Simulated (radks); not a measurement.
Question: Os47+, configuration [Ar] 3d10 4s1 (the NIST ground configuration). Method: scalar-relativistic Kohn-Sham, LDA (Slater exchange, VWN5 correlation), spin-polarised, spherical densities, finite nucleus; open shells are filled with parallel spins first (spin-orbit coupling, left out, can overturn this in heavy ions); Fermi nuclear charge, rms radius 5.4126 fm; computed with a radial shooting solver on a logarithmic mesh with Libxc functionals. Some entries of the table are withheld. Estimate them.

orbital  occ.  eigenvalue (eV)  <1/r> (bohr^-1)  r(max) (bohr)
1s up       1        -76240.43            90.36        0.01104
1s down     1        -76238.97            90.35        0.01104
2s up       1        -15259.51            21.20        0.06338
2s down     1        -15258.61            21.20        0.06338
2p up       3        -13613.14            19.09        0.05212
2p down     3        -13612.27            19.09        0.05212
3s up       1        -5274.526            8.011         0.1771
3s down     1        -5273.017            8.013         0.1771
3p up       3        -4788.008            7.388         0.1752
3p down     3        -4786.423            7.391         0.1751
3d up       5        -4264.548            6.975         0.1417
3d down     5        -4263.169            6.978         0.1417
4s up       1              (1)            3.973         0.3727
4s down     0              (2)            3.980         0.3722
4p up       0        -2415.793            3.726         0.3822
4p down     0        -2405.560            3.731         0.3816
5s up       0        -1548.465            2.386         0.6493
5s down     0        -1543.163            2.376         0.6505

Answer: 
(1) 4s up eigenvalue (eV): -2602.157
(2) 4s down eigenvalue (eV): -2592.008
